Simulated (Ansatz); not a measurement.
CH8BClSi2, SMILES `CB[SiH2][SiH2]Cl`, relaxed with RKS PBE0-D4/def2-TZVP in the Gaussian-basis code of Ansatz from a PBE-D4/def2-SVP geometry. The force threshold is 0.005 eV/Å; the program also tests the step.

Charge 0, multiplicity 1.

Start:

```xyz
13

C     1.845   -0.959   -0.619
B     0.302   -1.134   -0.673
Si   -0.901   -0.601    0.852
Si   -1.367    1.662    0.355
Cl    0.461    2.610   -0.084
H     2.320   -1.080    0.375
H     1.946    0.135   -0.858
H     2.418   -1.501   -1.398
H    -0.247   -1.429   -1.724
H    -2.242   -1.291    0.905
H    -0.285   -0.620    2.229
H    -2.000    2.411    1.497
H    -2.250    1.797   -0.857
```

By how much does the energy fall, and how many steps does the optimiser take? (An estimate is asked.)

Computed: 4.90 kJ/mol, in 16 steps.

Which bonds change most? (Estimate.)

Computed: Si4–Cl5 from 2.106 to 2.072 Å; B2–H9 from 1.222 to 1.200 Å; Si4–H13 from 1.506 to 1.485 Å; Si4–H12 from 1.505 to 1.485 Å.

Give the relaxed structure. (An estimate is asked.)

The calculation gave: 
```xyz
13

C     1.845   -0.970   -0.633
B     0.306   -1.131   -0.678
Si   -0.892   -0.566    0.832
Si   -1.382    1.683    0.380
Cl    0.398    2.694    0.060
H     2.300   -0.975    0.358
H     1.996    0.050   -1.032
H     2.391   -1.634   -1.307
H    -0.221   -1.474   -1.701
H    -2.203   -1.275    0.890
H    -0.263   -0.607    2.183
H    -2.077    2.368    1.500
H    -2.197    1.837   -0.852
```
